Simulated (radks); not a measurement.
Coulomb parameter of the 4d shell of the technetium ion Tc2+ in the model configuration [Kr] 4d4 5s1, as a second difference U = [E(n + 0.5) + E(n - 0.5) - 2 E(n)] / (0.5)^2 with all orbitals relaxed. "Bare": the charge of the atom changes with n. "Screened": the 5s shell takes up the change at fixed total charge, which measures U(4d,4d) + U(5s,5s) - 2 U(4d,5s). Method: Dirac Kohn-Sham, PBE, spin-unpolarised, spherical densities, finite nucleus; open shells are shared between the two j in proportion to 2j + 1; Fermi nuclear charge, rms radius 4.4112 fm; computed with a radial shooting solver on a logarithmic mesh with Libxc functionals.

case,configuration,E - E(n) (eV)
start,[Kr] 4d4 5s1,0.000
bare +0.5,[Kr] 4d4.5 5s1,-11.320
bare -0.5,[Kr] 4d3.5 5s1,14.412
screened +0.5,[Kr] 4d4.5 5s0.5,-2.651
screened -0.5,[Kr] 4d3.5 5s1.5,3.077

U(bare) = 12.367 eV, U(screened by 5s) = 1.705 eV.
